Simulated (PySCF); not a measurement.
ZrBr₄, SMILES [Br][Zr]([Br])([Br])[Br], multiplicity 1.

The structure is a stationary point at r2SCAN-D4/def2-SVP. The multiplicity is an assumed one; other spin states were not compared. The isomer is the one that the SMILES or the coordinates give; other isomers of the formula were not compared. The def2 effective core potentials stand for the cores of Zr; spin–orbit coupling is left out.

Method: PySCF with TDA-B3LYP/def2-SVPD.

Vertical excitations; the highest root listed may be one member of a degenerate set.  State labels are in the subgroup D2.

```csv
state,symmetry,energy (eV),λ (nm),f,main pairs
S1,B1,4.44,279,0.000,HOMO−2→LUMO+1 (degenerate set)
S2,B3,4.44,279,0.000,HOMO→LUMO (degenerate set)
S3,B2,4.44,279,0.000,"HOMO−1→LUMO, HOMO−1→LUMO+1 (degenerate set)"
S4,B3,4.65,267,0.029,HOMO→LUMO+1 (degenerate set)
S5,B1,4.65,267,0.029,HOMO−2→LUMO (degenerate set)
S6,B2,4.65,267,0.029,"HOMO−1→LUMO+1, HOMO−1→LUMO (degenerate set)"
S7,B1,5.01,247,0.000,HOMO−5→LUMO (degenerate set)
S8,B3,5.01,247,0.000,HOMO−3→LUMO+1 (degenerate set)
S9,B2,5.01,247,0.000,"HOMO−4→LUMO+1, HOMO−4→LUMO (degenerate set)"
S10,A,5.13,242,0.000,"HOMO−1→LUMO+3 27 %, HOMO−2→LUMO+2 27 %, HOMO→LUMO+4 27 %, HOMO−6→LUMO+1 6 %"
T1,B1,4.26,291,0,HOMO−2→LUMO (degenerate set)
T2,B3,4.26,291,0,HOMO→LUMO+1 (degenerate set)
T3,B2,4.26,291,0,"HOMO−1→LUMO+1, HOMO−1→LUMO (degenerate set)"
T4,B3,4.36,285,0,HOMO→LUMO 86 %
```
Triplets are in the Tamm–Dancoff approximation.
